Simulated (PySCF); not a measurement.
Species: trifluoroacetate, C2F3O2 (charge -1).
Atom-mapped SMILES: `[O:1]=[C:2]([O-:3])[C:4]([F:5])([F:6])[F:7]`

The same species was optimised twice, with GFN2-xTB and with PBE0-D3(BJ)/def2-SVP (PySCF), and the same property calculations (PySCF, gas phase) were run on both structures.

```
     coordinate  GFN2-xTB  PBE0-D3(BJ)/def2-SVP  change
      C2–C4 (Å)     1.652                 1.570  -0.082
      C2–O3 (Å)     1.219                 1.238  +0.019
      O1=C2 (Å)     1.219                 1.236  +0.017
      C4–F7 (Å)     1.356                 1.346  -0.010
      C4–F5 (Å)     1.360                 1.351  -0.009
      C4–F6 (Å)     1.360                 1.352  -0.008
   O1–C2–C4 (°)     113.2                 114.9    +1.7
   O1–C2–O3 (°)     134.7                 133.1    -1.6
   C2–C4–F6 (°)     113.1                 111.9    -1.2
   F5–C4–F7 (°)     105.0                 105.8    +0.8
   C2–C4–F5 (°)     113.1                 112.3    -0.8
   F6–C4–F7 (°)     105.0                 105.8    +0.8
   F5–C4–F6 (°)     105.2                 105.8    +0.6
   O3–C2–C4 (°)     112.1                 112.0    -0.1
O1–C2–C4–F5 (°)      -120                  -124      -4
```

Rotational constants: A = 3923, B = 2413, C = 2025 MHz (GFN2-xTB) against A = 3911, B = 2540, C = 2107 MHz (PBE0-D3(BJ)/def2-SVP).

On the GFN2-xTB structure: HOMO (eV) -1.98 [PBE0/pcSseg-1]; LUMO (eV) 6.38 [PBE0/pcSseg-1]; GIAO shielding of O1/O3 (mean) (ppm) 34.1 [PBE0/pcSseg-1]; GIAO shielding of C2 (ppm) 30.8 [PBE0/pcSseg-1]; GIAO shielding of C4 (ppm) 54.4 [PBE0/pcSseg-1]; GIAO shielding of F5/F6/F7 (mean) (ppm) 266.2 [PBE0/pcSseg-1].

Question: What do these properties become on the PBE0-D3(BJ)/def2-SVP structure?

Answer: 
```tsv
property	level	on GFN2-xTB	on PBE0-D3(BJ)/def2-SVP	change
HOMO (eV)	PBE0/pcSseg-1	-1.98	-1.92	+0.06
LUMO (eV)	PBE0/pcSseg-1	6.38	6.17	-0.21
energy, GFN2-xTB geometry as zero (kcal/mol)	PBE0/pcSseg-1	0.0	-1.5	-1.5
GIAO shielding of O1/O3 (mean) (ppm)	PBE0/pcSseg-1	34.1	5.8	-28.3
GIAO shielding of C2 (ppm)	PBE0/pcSseg-1	30.8	23.7	-7.1
GIAO shielding of C4 (ppm)	PBE0/pcSseg-1	54.4	60.8	+6.4
GIAO shielding of F5/F6/F7 (mean) (ppm)	PBE0/pcSseg-1	266.2	270.2	+4.0
```

The heavy atoms differ by 0.050 Å rms after alignment. Among bonds between heavy atoms C2–C4 changes most (-0.082 Å). Changes are differences of the printed values. Neither structure is proved a minimum here. Isolated species at its PBE0-D3(BJ)/def2-SVP geometry, gas phase. The geometry's basis has no diffuse functions, a weakness for an anion.

The values belong to the conformer `[O:1]=[C:2]([O-:3])[C:4]([F:5])([F:6])[F:7]`: O1–C2–C4–F5 -124°.
